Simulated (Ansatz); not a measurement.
Consider the atomization: `CO[Si](Cl)(Cl)Cl` → C• + 3 Cl• + 3 H• + O• + Si•.

Program: Ansatz. Geometries: PBE0-D4/def2-TZVP. ΔE: electronic, gas phase. CCSD(T)/CBS is the MP2 limit (def2-TZVPP, def2-QZVPP) plus CCSD(T) − MP2 in def2-TZVPP, frozen cores. This one scheme is used for every species, atoms too. Functionals use def2-TZVPP. Open shells (•) are unrestricted, without spin–orbit coupling. Spin–orbit coupling would lower the free atoms: a little for C, Cl, O, Si. One conformer a species, not always the lowest.

`CO[Si](Cl)(Cl)Cl`:

Cartesian coordinates in Å:
```
C 0.994 -0.314 0.987
O -0.302 -0.551 0.465
Si -0.957 0.182 -0.808
Cl -1.066 2.190 -0.512
Cl -2.809 -0.580 -1.051
Cl 0.152 -0.141 -2.481
H 1.123 -0.966 1.851
H 1.102 0.727 1.304
H 1.761 -0.547 0.244
```

| level | ΔE (kJ/mol) |
| --- | --- |
| revPBE-D4 | 3305.6 |
| BHLYP | 3170.4 |

Question: What does CCSD(T)/CBS give? (An estimate is asked.)

Answer: Computed: +3344.1 kJ/mol. The listed levels differ from it by -38.5, -173.7 kJ/mol.

Largest T1 diagnostic among the species: 0.012.

The D4 term adds +51.9 kJ/mol with B3LYP and +27.3 kJ/mol with PBE0; it sums over pairs of atoms, weighted by their polarisabilities, and B3LYP, whose exchange is more repulsive, gets the larger term. At CCSD(T), def2-SVP lies −267.8 kJ/mol from the extrapolated value and def2-TZVPP −110.2 kJ/mol: correlation converges slowly with the basis, and small sets miss more of it in the bonded molecule than in its fragments.

B3LYP here is the variant with VWN-RPA as its local correlation; programs differ in this.

For atomizations the MP2-based limit and the directly extrapolated one differ by several kJ/mol either way, and by 10 to 25 for some Ge, Se and Sn compounds, so smaller differences from it don't rank the levels.
